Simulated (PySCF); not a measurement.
2-butanone cation (C4H8O), SMILES CCC(C)=O (connectivity only; charge and spin as stated), charge +1, multiplicity 2. Atoms are numbered in the order given.

```xyz
13

C      2.0374    -0.0241    -0.2395
C      0.8078    -0.1080     0.6337
C     -0.5767    -0.0213    -0.0985
C     -1.8076     0.3054     0.7351
O     -0.6378    -0.2148    -1.2764
H      2.9148    -0.1004     0.4250
H      2.1078     0.9397    -0.7646
H      2.0893    -0.8432    -0.9699
H      0.6946    -1.0874     1.1419
H      0.7419     0.6808     1.4023
H     -1.7845     1.4006     0.8794
H     -1.7068    -0.1932     1.7099
H     -2.7198     0.0090     0.2030
```
Charge +1, spin multiplicity 2.

Coordinates come from a B3LYP-D3(BJ)/def2-SVP optimisation. The spin state was assumed, not searched. The values are those of a single conformer.

Two levels are set side by side: PBE/pcH-1 (PySCF) and PBE0/pcH-1 (PySCF). Contact hyperfine couplings, same geometry. Differences are taken from unrounded values.

```tsv
quantity	PBE0
A(iso) of 13C, atom C1 (MHz)	-6.5
A(iso) of 13C, atom C2 (MHz)	30.1
A(iso) of 13C, atom C3 (MHz)	-80.9
A(iso) of 13C, atom C4 (MHz)	48.1
A(iso) of 17O, atom O5 (MHz)	-38.3
A(iso) of 1H, atom H6 (MHz)	36.3
A(iso) of 1H, atom H7 (MHz)	7.3
A(iso) of 1H, atom H8 (MHz)	-0.9
A(iso) of 1H, atom H9 (MHz)	8.3
A(iso) of 1H, atom H10 (MHz)	10.7
A(iso) of 1H, atom H11 (MHz)	-5.5
A(iso) of 1H, atom H12 (MHz)	3.0
A(iso) of 1H, atom H13 (MHz)	-8.6
```

Problem. What does PBE give, and how far is it from PBE0? (An estimate is asked for; the answer gives what the named calculation found.)

Solution. 
```tsv
quantity	PBE	PBE minus PBE0
A(iso) of 13C, atom C1 (MHz)	-6.5	0.0
A(iso) of 13C, atom C2 (MHz)	26.1	-4.0
A(iso) of 13C, atom C3 (MHz)	-48.3	32.6
A(iso) of 13C, atom C4 (MHz)	43.9	-4.2
A(iso) of 17O, atom O5 (MHz)	-17.4	20.9
A(iso) of 1H, atom H6 (MHz)	76.0	39.7
A(iso) of 1H, atom H7 (MHz)	17.5	10.3
A(iso) of 1H, atom H8 (MHz)	-1.1	-0.3
A(iso) of 1H, atom H9 (MHz)	21.0	12.7
A(iso) of 1H, atom H10 (MHz)	15.5	4.8
A(iso) of 1H, atom H11 (MHz)	-2.5	3.0
A(iso) of 1H, atom H12 (MHz)	5.3	2.3
A(iso) of 1H, atom H13 (MHz)	-3.6	5.0
```

Rough cost on one machine, each run with all the roots and properties that it gave: PBE0 against PBE within a factor of 2.
